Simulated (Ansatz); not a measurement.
Reaction (formal exchange of groups at a Zr–F bond): `[F][Zr]([F])([Cl])[Cl]` + `BrC(Br)I` → `[F][Zr]([Cl])([Cl])[Br]` + `FC(Br)I`

Program: Ansatz. Geometries: PBE0-D4/def2-TZVP. ΔE: electronic, gas phase. CCSD(T)/CBS adds triple-zeta CCSD(T) − MP2 to the extrapolated MP2 energy (def2 sets, frozen cores). DFT in def2-TZVPP. Elements past krypton have def2 core potentials. For Br, I, Zr outer-core shells are correlated without core-valence functions, which leaves a few kJ/mol of doubt a bond. Scalar relativity is left out up to krypton.

```tsv
level	ΔE (kJ/mol)
PBE0	20.2
CCSD(T)/def2-TZVPP	27.9
HF/def2-QZVPP	10.8
CCSD/CBS(def2)	30.9
```

Q: What does CCSD(T)/CBS give? (Estimate.)

A: The calculation gave: +31.4 kJ/mol. The listed levels differ from it by -11.2, -3.5, -20.6, -0.5 kJ/mol.

Q: What do rigid-rotor, harmonic-oscillator terms from PBE0-D4/def2-TZVP frequencies (298.15 K, 1 bar) make of the CCSD(T)/CBS value? (Best estimate.)

A: Computed: ΔZPE = +2.8 kJ/mol, ΔH = +34.1 kJ/mol, ΔS = 6 J/(mol·K), ΔG = +32.3 kJ/mol.

Largest T1 diagnostic among the species: 0.017.

From PBE to PBE0 (25 % exact exchange), in def2-TZVPP and without D4, ΔE moves by −4.6 kJ/mol. At CCSD(T), def2-SVP lies −7.6 kJ/mol from the extrapolated value and def2-TZVPP −3.6 kJ/mol.
